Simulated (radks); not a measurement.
Sr+, configuration [Kr] 5s1.

Calculated with a radial shooting solver on a logarithmic mesh with Libxc functionals: scalar-relativistic Kohn-Sham, PBEsol, spin-polarised, spherical densities, finite nucleus; open shells are filled with parallel spins first (spin-orbit coupling, left out, can overturn this in heavy ions); Fermi nuclear charge, rms radius 4.224 fm.

Energy parts (Ry):
| part | energy |
|---|---|
| total | -6354.67021 |
| kinetic | 6515.95172 |
| electron-nucleus | -15291.18277 |
| Hartree | 2626.23756 |
| exchange-correlation | -205.67672 |

Orbitals (lengths in bohr, moments of r in powers of bohr):
orbital  occ.  eigenvalue (Ry)     <r^2>
1s up       1        -1171.007  0.002069
1s down     1        -1171.006  0.002069
2s up       1        -158.9765   0.03511
2s down     1        -158.9757   0.03511
2p up       3        -141.3471   0.02768
2p down     3        -141.3463   0.02768
3s up       1        -24.96494    0.2784
3s down     1        -24.96359    0.2784
3p up       3        -19.27710    0.2905
3p down     3        -19.27565    0.2905
3d up       5         -9.87795    0.3030
3d down     5         -9.87632    0.3029
4s up       1         -3.47029     2.092
4s down     1         -3.46413     2.084
4p up       3         -2.14123     2.823
4p down     3         -2.13123     2.789
5s up       1         -0.64068     16.70

The highest occupied level is 5s up at -8.717 eV. Spin moment in Bohr magnetons: 1. The electron density at the nucleus is 6.187e+04 e/bohr^3 (large components only).
